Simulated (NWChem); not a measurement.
System meant: AuH3O2; SMILES [OH][Au]<-[OH2]

NWChem input:

```
start job
memory heap 200 mb stack 900 mb global 1100 mb
geometry units angstroms noautoz
  Au     0.010934    -0.065406     0.022421
  O     -0.073674    -2.012710     0.130051
  H      0.591923    -2.327016    -0.515830
  O      0.027827     2.103149    -0.020782
  H      0.226955     2.435308     0.877709
  H     -0.875028     2.424190    -0.218479
end
basis spherical
  * library def2-svp
end
dft
  xc xpbe96 cpbe96
  iterations 150
  mulliken
end
task dft energy
```

End of the output:

```
          Convergence Information
          -----------------------
          Convergence aids based upon iterative change in
          total energy or number of iterations.
          Levelshifting, if invoked, occurs when the
          HOMO/LUMO gap drops below (HL_TOL):  1.00D-02
          DIIS, if invoked, will attempt to extrapolate
          using up to (NFOCK): 10 stored Fock matrices.

                    Damping( 0%)  Levelshifting(0.5)       DIIS
                  --------------- ------------------- ---------------
          dE  on:    start            ASAP                start
          dE off:    2 iters        150 iters           150 iters

      Screening Tolerance Information
      -------------------------------
          Density screening/tol_rho:  1.00D-10
          AO Gaussian exp screening on grid/accAOfunc:  14
          CD Gaussian exp screening on grid/accCDfunc:  20
          XC Gaussian exp screening on grid/accXCfunc:  20
          Schwarz screening/accCoul:  1.00D-08

      Superposition of Atomic Density Guess
      -------------------------------------

      charge =      79.0 Au (Gold)

      symmetry species            s     p     d     f
      number of basis functions = 7     6     5     1
      number of cont. functions = 6     3     2     1
      number of closed shells   = 6     4     2     1
      number of open shells     = 0     0     1     0
      open shell occupation     = 0     0     9     0
 ------------------------------------------------------------------------
 atomscf:atomd: error in atom scf                   0
 ------------------------------------------------------------------------
 ------------------------------------------------------------------------
  current input line :
    19: task dft energy
 ------------------------------------------------------------------------
 ------------------------------------------------------------------------
 This error has not yet been assigned to a category
 ------------------------------------------------------------------------
 For more information see the NWChem manual at https://nwchemgit.github.io

0:atomscf:atomd: error in atom scf:Received an Error in Communication
```

Problem. Find the fault in this run and fix the input.

Solution. The program stopped with an error. Cause: the def2 basis of a heavy element holds valence functions alone and wants its effective core potential (without it all electrons must fit into that basis). This input runs:
```
start job
memory heap 200 mb stack 900 mb global 1100 mb
geometry units angstroms noautoz
  Au     0.010934    -0.065406     0.022421
  O     -0.073674    -2.012710     0.130051
  H      0.591923    -2.327016    -0.515830
  O      0.027827     2.103149    -0.020782
  H      0.226955     2.435308     0.877709
  H     -0.875028     2.424190    -0.218479
end
basis spherical
  * library def2-svp
end
ecp
  Au library def2-ecp
end
dft
  xc xpbe96 cpbe96
  iterations 150
  mulliken
end
task dft energy
```
It converges to -287.74281 Ha (PBE/def2-SVP with def2 effective core potentials on Au).
